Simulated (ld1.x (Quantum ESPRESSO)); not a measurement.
# Plane-wave convergence, PAW potential for chlorine

- Element: chlorine (Cl)
- Generator: ld1.x (Quantum ESPRESSO) 7.5
- Type: PAW
- Functional: BLYP
- Relativity: scalar-relativistic
- Frozen core: [Ne]
- Valence charge: 7
- Reference configuration: 3s2 3p5
- Partial waves: 3s (bound): rcut 0.90, rcutus 1.25 bohr; 3s channel at 0.95 Ry: rcut 0.90, rcutus 1.25 bohr; 3p (bound): rcut 1.20, rcutus 1.45 bohr; 3p channel at 0.15 Ry: rcut 1.20, rcutus 1.45 bohr; 3d channel at 0.4 Ry: rcut 1.15, rcutus 1.45 bohr
- Local potential: all-electron potential smoothed inside 1.05 bohr (lloc = -2)
- Core correction: Bessel-smoothed model core inside 0.75 bohr
- Augmentation charge: PSQ, radius 0.90 bohr

The pseudo-atom Hamiltonian at the reference potential is diagonalised in spherical Bessel functions j_l(qr) that vanish at 20 bohr, with q² up to the cutoff. All-electron valence levels (Ry): 3s -1.5099, 3p -0.6218.

Question: How do the lowest levels (Ry) of each channel move with the cutoff, and are there ghosts?

Answer:

```tsv
cutoff (Ry)	s #1	p #1	d #1	d #2	f #1	Σ f·Δε (mRy)
8	-1.4449	-0.5238	0.0837	0.1754	0.1385	620.0
15	-1.4831	-0.6093	0.0835	0.1741	0.1385	116.4
21	-1.5050	-0.6182	0.0833	0.1733	0.1385	27.9
35	-1.5093	-0.6216	0.0832	0.1726	0.1385	2.3
45	-1.5096	-0.6218	0.0832	0.1726	0.1385	1.0
60	-1.5098	-0.6218	0.0832	0.1726	0.1385	0.4
400	-1.5099	-0.6218	0.0832	0.1726	0.1385	0.0
```

Result: no extra level below or beside the all-electron valence levels (s, p, d, f tested); 10 mRy is reached at 30 Ry and 1 mRy at 50 Ry.
